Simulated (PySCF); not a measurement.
A calculated (r2SCAN, PySCF 2.14, aug-cc-pVDZ-DK, scalar relativity by spin-free X2C-1e) atom or ion has these occupied shells.

| shell | electrons | orbital energy (eV) | rms radius, mean of both spins (bohr) |
| --- | --- | --- | --- |
| 1s α | 1 | -539.46 | 0.231 |
| 1s β | 1 | -536.68 | 0.231 |
| 2s α | 1 | -43.722 | 1.21 |
| 2s β | 1 | -35.906 | 1.21 |
| 2p α | 3 | -27.317 | 1.22 |

Name the element and its charge.

O⁺ (oxygen, charge +1), in [He] 2s2 2p3, high-spin 4S determinant.
